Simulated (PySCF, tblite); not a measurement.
Isomers of C8H6N (doublet state), one GFN2-xTB conformer each. Single-point energies are computed at B3LYP/pcH-1 (PySCF, gas phase, no added dispersion term), electronic only. GFN2-xTB treats the open shell by occupation alone, and not every SCF solution was tested for stability.

Question: Rank them by B3LYP/pcH-1 energy, lowest first (kcal/mol).
A. `[H]/[C:1]=[C:2]1\[CH:3]=[CH:4][C:5]([CH2:6][C:7]#[N:8])=[CH:9]1` (doublet state) with C4–C5–C6–C7 66°
B. `[CH2]C#Cc1ccccn1` [radical]
C. `[CH2:1]=[C:2]1[CH:3]=[C:4][C:5]([CH2:6][C:7]#[N:8])=[CH:9]1` (doublet state) with C4–C5–C6–C7 180°

Answer: B (0.0), A (30.2), C (33.1).

Neighbours under 5.0 kcal/mol apart ([H]/[C]=C1\C=CC(CC#N)=C1 and C=C1C=[C]C(CC#N)=C1) can change places with a better method, another conformer or zero-point energy. GFN2-xTB itself gives, in the same order: 0.0, 42.0, 47.0. Both levels put the same isomer lowest; measured from each level's own lowest isomer, the values differ by up to 13.9 kcal/mol (C=C1C=[C]C(CC#N)=C1: 47.0 against 33.1).

What happens when harmonic zero-point energies from GFN2-xTB frequencies are added?

```tsv
SMILES	ZPE (kcal/mol)	electronic (kcal/mol)	with ZPE (kcal/mol)
[CH2]C#Cc1ccccn1	67.9	0.0	0.0
[H]/[C]=C1\C=CC(CC#N)=C1	67.8	30.2	30.1
C=C1C=[C]C(CC#N)=C1	68.1	33.1	33.3
```

The zero-point energies span 0.3 kcal/mol. The order is unchanged.
